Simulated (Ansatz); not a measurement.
Consider the isomerisation: `N=C([SiH3])CN` → `NC(N)=C[SiH3]`.

Computed with Ansatz on PBE0-D4/def2-TZVP structures; ΔE is electronic, products minus reactants. CCSD(T)/CBS is the MP2 limit (def2-TZVPP, def2-QZVPP) plus CCSD(T) − MP2 in def2-TZVPP, frozen cores. DFT in def2-TZVPP. Each species was taken in one conformer, which may not be the lowest.

`N=C([SiH3])CN`:

Z-matrix (Å, degrees):
```
Si
C 1 1.893
H 1 1.490 2 109.3
H 1 1.490 2 109.6 3 -117.2
H 1 1.480 2 110.0 3 121.3
C 2 1.519 1 118.9 3 67.5
N 2 1.268 1 117.6 3 -112.1
N 6 1.446 2 111.9 1 -171.6
H 6 1.101 2 108.4 1 -44.7
H 6 1.096 2 107.3 1 68.7
H 7 1.029 2 108.5 1 -179.9
H 8 1.009 6 111.9 2 -152.8
H 8 1.011 6 111.7 2 86.0
```

`NC(N)=C[SiH3]`:

Z-matrix (Å, degrees):
```
Si
C 1 1.828
H 1 1.492 2 113.8
H 1 1.491 2 112.0 3 -120.7
H 1 1.496 2 110.3 3 119.4
C 2 1.354 1 126.6 3 -108.7
H 2 1.087 1 117.6 3 71.7
N 6 1.382 2 125.1 1 9.2
N 6 1.384 2 123.4 1 -170.7
H 8 1.009 6 113.9 2 -139.9
H 8 1.008 6 114.3 2 -8.8
H 9 1.009 6 114.4 2 -139.9
H 9 1.007 6 114.2 2 -8.1
```

```csv
level,ΔE (kJ/mol)
r2SCAN-D4,-76.9
ωB97X-V,-62.0
```

(1) What does CCSD(T)/CBS give? (Estimate.)

Largest T1 diagnostic among the species: 0.012.

Results:

(1) The calculation gave: -59.0 kJ/mol. The listed levels differ from it by -17.9, -3.0 kJ/mol.

From PBE to PBE0 (25 % exact exchange), in def2-TZVPP and without D4, ΔE moves by −3.1 kJ/mol.

CCSD(T)/CBS has its own doubt, a few kJ/mol and more with outer-core shells, so smaller differences from it don't rank the levels.
